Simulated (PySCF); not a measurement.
C6H8ClFS.
Geometry (PBE0-D3(BJ)/def2-SVP, Å), atoms numbered from 1 in this order:
```
atom  x, y, z in Å
C1     1.995   -0.554   -0.067
C2     0.563   -0.087   -0.229
C3     0.215    1.224    0.494
C4    -1.269    1.173    0.749
S5    -2.194    2.285    1.460
C6    -1.764   -0.164    0.233
F7    -2.835   -0.659    0.886
C8    -0.522   -1.050    0.260
Cl9   -0.224   -1.585    1.945
H10    2.221   -0.746    0.992
H11    2.694    0.210   -0.438
H12    2.179   -1.482   -0.628
H13    0.360    0.050   -1.308
H14    0.719    1.268    1.476
H15    0.510    2.132   -0.051
H16   -2.038   -0.018   -0.833
H17   -0.619   -1.960   -0.346
```

Linear response at wB97X-D/def2-SVPD (PySCF, frozen core in the response, non-relativistic). The structure is a single PBE0-D3(BJ)/def2-SVP conformer in the gas phase; no vibrational or solvent corrections.

Static isotropic polarisability: 102.98 au (15.26 Å³), principal values 88.0, 95.8, 125.2 au.

(1) What is the polarisability at 1064 nm and at the sodium D line?

(2) What is the isotropic C6 coefficient between two such molecules, C6 = (3/π)∫α(iω)² dω?

(3) Which effective excitation energy ω̄ makes London's formula C6 = (3/4)α²ω̄ exact here?

(4) How anisotropic is the static polarisability, by Δα² = ½[(α1 − α2)² + (α2 − α3)² + (α3 − α1)²]?

(5) How many electrons N does the Slater–Kirkwood formula C6 = (3/4)·√N·α^(3/2) need to give this C6?

(6) What three-body coefficient follows from the one-pole estimate C9 = (3/4)·α·C6?

Answers

(1) 103.96 au at 1064 nm (+1.0 %), 106.35 au at 589.3 nm (+3.3 %). The lowest singlet lies at 512 nm (f = 0.000), near or inside this range; the response is undamped and has a pole at each allowed excitation.

(2) 4351 au (Eh·bohr⁶) by a ten-point quadrature over imaginary frequencies, which is 2600 eV·Å⁶ or 251 J·nm⁶/mol.

(3) ω̄ = 4·C6/(3α²) = 0.547 Eh = 14.9 eV.

(4) Δα = 34.0 au, or 0.33 of the isotropic value.

(5) N = (4·C6/3)²/α³ = 30.8; the species has 86 electrons in all.

(6) 336000 au. This is an estimate from the two numbers above, not a computed integral.

Note: wB97X-D ran without an empirical dispersion term, which enters the total energy and its gradient alone.
